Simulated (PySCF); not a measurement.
System: CH7N2Si (charge 0, doublet). It need not be the lowest isomer of its formula. SMILES: C[Si](N)N
Geometry from a B3LYP-D3(BJ)/def2-TZVP (Ansatz) optimisation:
```
Si
N 1 1.7223
H 2 1.0050 1 123.32
H 2 1.0086 3 113.12 1 168.77
N 1 1.7334 2 105.34 3 147.65
H 5 1.0089 1 119.89 2 -59.76
H 5 1.0090 6 110.72 1 145.97
C 1 1.8885 2 114.71 3 -96.86
H 8 1.0907 1 110.55 2 60.85
H 8 1.0922 9 107.96 1 -122.03
H 8 1.0944 9 108.36 10 -117.70
```
Charge 0, spin multiplicity 2.

Dispersion corrections to the total energy (kcal/mol) from the dftd3 and dftd4 libraries through PySCF: D3(BJ) without and D4 with the three-body term, each with the damping fitted for the functional named.

| functional | D3(BJ) | D4 |
|---|---|---|
| BP86 | -8.17 | … |
| BLYP | -10.92 | … |
| BHLYP | -7.11 | -5.85 |
| B2GP-PLYP | -3.51 | -2.04 |
| CAM-B3LYP | … | -4.13 |
| TPSSh | -5.89 | -5.97 |
| PW6B95 | -2.61 | -4.36 |

Task: Some entries are withheld; supply them.

Result: 
- BP86, D4: -6.48
- BLYP, D4: -10.84
- CAM-B3LYP, D3(BJ): -4.01
